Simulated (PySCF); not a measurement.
Choosing a molecule for a target property.

Species are written as SMILES; each is one conformer at its optimised geometry, gas phase, non-relativistic unless stated. Electronic properties by PySCF.

Dipoles, sizes and rotational constants follow the conformer. The torsions of the flexible species, by atom-mapped SMILES:
- `[CH3:1][c:2]1[cH:3][p:4][cH:5][cH:6][c:7]1[CH:8]=[O:9]`: C6–C7–C8–O9 0°
- `[CH3:1][C:2]#[C:3][PH:4][c:5]1[cH:6][cH:7][cH:8][o:9]1`: C3–P4–C5–C6 -101°
- `[F:1][CH:2]([F:3])[c:4]1[cH:5][n:6]([SiH3:7])[cH:8][n:9]1`: F1–C2–C4–C5 59°
- `[CH3:1][O:2][C:3](=[O:4])[c:5]1[cH:6][cH:7][s:8][cH:9]1`: C1–O2–C3–O4 0°, O2–C3–C5–C6 0°
- `[CH2:1]=[CH:2][c:3]1[o:4][cH:5][p:6][c:7]1[CH:8]=[CH2:9]`: C1–C2–C3–O4 0°, P6–C7–C8–C9 0°

Problem. Wanted: electronic spatial extent ⟨r²⟩ about the centre of nuclear charge below 1700 bohr² (PBE0/def2-SVPD) and lowest triplet excitation (Tamm–Dancoff) below 3 eV (TDA PBE0/def2-SVPD), at GFN2-xTB geometries. Which candidate meets both?
A. `c1(C)c(ccpc1)C=O`
B. `FC(F)c1cn([SiH3])cn1`
C. `CC#CPc1ccco1`
D. `c1scc2c1OCCO2`

Solution. A. Computed values:
```
             species  electronic spatial extent ⟨r²⟩ about the centre of nuclear charge  lowest triplet excitation (Tamm–Dancoff)
       c1scc2c1OCCO2                                                         1257 bohr²                                   3.63 eV
    c1(C)c(ccpc1)C=O                                                         1410 bohr²                                   2.75 eV
FC(F)c1cn([SiH3])cn1                                                         1692 bohr²                                   4.29 eV
        CC#CPc1ccco1                                                         1731 bohr²                                   3.78 eV
```

Problem. Wanted: static isotropic polarisability below 90 au (PBE0/def2-SVPD) and lowest singlet excitation above 5.2 eV (TDDFT PBE0/def2-SVPD), at GFN2-xTB geometries. Which candidate meets both?
A. `Cc1cpccc1C=O`
B. `C(c1ocpc1C=C)=C`
C. `FC(F)c1cn([SiH3])cn1`
D. `c1scc2c1OCCO2`
E. `COC(=O)c1ccsc1`

Solution. C. Computed values:
```csv
species,static isotropic polarisability,lowest singlet excitation
FC(F)c1cn([SiH3])cn1,85.5 au,5.79 eV
c1scc2c1OCCO2,91.7 au,5.31 eV
COC(=O)c1ccsc1,94.9 au,5.14 eV
Cc1cpccc1C=O,111.0 au,3.37 eV
C(c1ocpc1C=C)=C,119.9 au,4.27 eV
```
